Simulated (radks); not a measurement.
Valence configurations of Mn I (all share [Ar]). Method: scalar-relativistic Kohn-Sham, r2SCAN, spin-unpolarised, spherical densities, finite nucleus; meta-GGA in the generalised Kohn-Sham scheme; Fermi nuclear charge, rms radius 3.7057 fm; computed with a radial shooting solver on a logarithmic mesh with Libxc functionals. Energies are relative to 3d5 4s2; eigenvalues in eV.

valence          E (eV)    e(3d)   e(4p)   e(4s)
3d5 4s2           0.000   -6.777       -  -5.312
3d6 4s1          -0.221   -3.306       -  -4.081
3d4 4s1 4p2      12.758  -14.437  -3.237  -8.100
3d4 4s2 4p1       7.917  -13.035  -2.604  -7.420
3d5 4s1 4p1       4.093   -8.367  -2.075  -6.147
3d3.5 4s1 4p2.5  19.045  -17.772  -3.792  -9.042
3d3 4s2 4p2      21.171  -20.005  -3.807  -9.372
3d4.5 4s2 4p0.5   3.354   -9.807  -1.944  -6.393
3d5 4s1.5 4p0.5   2.055   -7.599  -1.687  -5.770
3d7               1.200   -1.326       -       -

NIST lists [Ar] 3d5 4s2 as the ground configuration; this level of theory puts 3d6 4s1 lower, by 0.221 eV. The energies are those of spherical spin-averaged densities, not of single terms.
